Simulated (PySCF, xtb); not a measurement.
difluoro(1-fluoroethenyl)borane (C2H2BF3), SMILES C=C(F)B(F)F.

xtb with GFN2-xTB at its own geometry gives an orbital gap of 3.99 eV and a dipole moment of 2.38 D.

Geometry optimised at B3LYP-D3(BJ)/def2-SVP. Other conformers were not sampled.

Question: What does PBE/def2-TZVP in PySCF give? (The exact figures need the calculation; the answer reports its results.)

Answer: gap 4.42 eV (levels -7.05 and -2.63 eV), dipole 1.69 D.
